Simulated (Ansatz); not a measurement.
C2H6FNSSi, SMILES `CN1C[Si]1(F)S` at its PBE0-D4/def2-TZVP geometry, where that method's forces vanish. The species carries charge 0 and has multiplicity 1.

```xyz
12

C    -1.1949    1.2383    0.3482
N    -0.2329    0.2017    0.1757
C     1.2517    0.3720    0.0458
Si    0.4896   -1.2765    0.1995
F     0.6424   -2.1291    1.5339
S     0.1525   -2.7548   -1.2642
H    -1.0027    1.8243    1.2561
H    -2.1931    0.8040    0.4307
H    -1.1940    1.9282   -0.5044
H     1.5946    0.7910   -0.9034
H     1.7464    0.8367    0.9038
H    -0.0596   -1.8359   -2.2216
```

(1) What forces (eV/Å) does B3LYP-D4/def2-TZVPP give on these atoms in Ansatz 0.2.0? (Estimate.)

## Answers

(1) The calculation gave: 
```
C1  -0.198  0.180  0.031
N2  -0.114 -0.130 -0.003
C3   0.344  0.134 -0.031
Si4 -0.001  0.069 -0.035
F5   0.022 -0.115  0.194
S6  -0.031 -0.088 -0.140
H7  -0.017 -0.013 -0.040
H8   0.038  0.033 -0.002
H9  -0.008 -0.018  0.042
H10 -0.011 -0.009  0.065
H11 -0.020 -0.007 -0.064
H12 -0.004 -0.035 -0.017
```

B3LYP here is the variant with VWN-RPA as its local correlation; programs differ in this.
